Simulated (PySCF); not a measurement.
A GIAO shielding run with PySCF 2.14 (density fitting, non-relativistic, gas phase) on SMILES N1([SiH3])N=C(C(C)C)[C@@H](C)C1, C7H16N2Si:

```
$ OMP_NUM_THREADS=1 python probes_run.py task.json out

{"job": {"kind": "nmr", "xc": "PBE", "basis": "pcSseg-1", "pop": false}, "charge": 0, "multiplicity": 1}
C     -1.819458    -1.969268    -0.549610
C     -1.393042    -0.507943    -0.668697
C     -2.120531     0.362375     0.359715
C      0.099207    -0.368335    -0.535371
N      0.742501    -0.877977     0.448102
N      2.069672    -0.555877     0.365677
Si     3.167566    -1.313902     1.491215
C      2.368970     0.029463    -0.941542
C      0.984464     0.477508    -1.433645
C      0.712567     1.969517    -1.247603
H     -2.909493    -2.072289    -0.664836
H     -1.330704    -2.592509    -1.313373
H     -1.532870    -2.364940     0.436252
H     -1.661269    -0.146588    -1.677269
H     -1.854861     1.424952     0.257135
H     -3.212813     0.272198     0.249699
H     -1.846762     0.045317     1.377528
H      4.476132    -0.617583     1.305649
H      3.372228    -2.778585     1.244666
H      2.667549    -1.131965     2.882693
H      2.802137    -0.726051    -1.624709
H      3.086030     0.860562    -0.855836
H      0.838177     0.213575    -2.493578
H     -0.315822     2.229263    -1.541432
H      0.849836     2.259310    -0.194229
H      1.398154     2.573085    -1.862404
```

Hardware: 1 thread of an Arm Neoverse V1, shared host. The job also computes ring-centre shieldings.

Question: How large is the calculation?

Answer: 86 electrons, 257 basis functions and 1342 auxiliary functions.

Question: How long does it take, and how much memory does it need?

Answer: 95 s of wall time, with 16 SCF cycles; peak memory 1 GiB. Times on a shared host scatter by some tens of per cent.

Question: And these other runs on the same molecule and hardware: GIAO shielding at PBE0/pcSseg-1?

Answer: PBE0/pcSseg-1: 257 functions, 82 s.
